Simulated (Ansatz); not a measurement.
Gas-phase electronic energies from Ansatz, PBE0-D4/def2-TZVP geometries. CCSD(T)/CBS is the MP2 limit (def2-TZVPP, def2-QZVPP) plus CCSD(T) − MP2 in def2-TZVPP, frozen cores. DFT in def2-TZVPP. For Ga, Ti outer-core shells are correlated without core-valence functions, which leaves a few kJ/mol of doubt a bond. Scalar relativity is left out up to krypton. Each species was taken in one conformer, which may not be the lowest.

`C[SiH2][S][Ti]([Cl])([Cl])[Cl]` + `S[SiH2][GaH2]` → `C[SiH2]S[SiH2][GaH2]` + `[SH][Ti]([Cl])([Cl])[Cl]`  (ligand exchange at the Si–S bond)

| level | ΔE (kJ/mol) |
| --- | --- |
| r2SCAN-D4 | 8.4 |
| r2SCANh-D4 | 8.2 |
| B2PLYP | 13.8 |
| r2SCAN | 8.3 |
| r2SCANh | 8.1 |
| MP2/def2-TZVPP | 14.2 |
| MP2/def2-QZVPP | 14.4 |
| MP2/CBS(def2) | 14.7 |

Q: What does CCSD(T)/CBS give? (An estimate is asked.)

A: Ansatz gave: +11.0 kJ/mol. The listed levels differ from it by -2.6, -2.8, 2.8, -2.7, -2.9, 3.2, 3.4, 3.7 kJ/mol.

Largest T1 diagnostic among the species: 0.026, so the coupled-cluster value is less sure than usual.

At CCSD(T), def2-SVP lies +14.8 kJ/mol from the extrapolated value and def2-TZVPP −0.5 kJ/mol. Leaving LDA and LC-ωPBE aside and taking each functional with its dispersion term where it has one, the values, not all of them listed here, spread over 6.1 kJ/mol, from revPBE-D4 to B2PLYP. LDA lies −7.2 kJ/mol from PBE without D4.
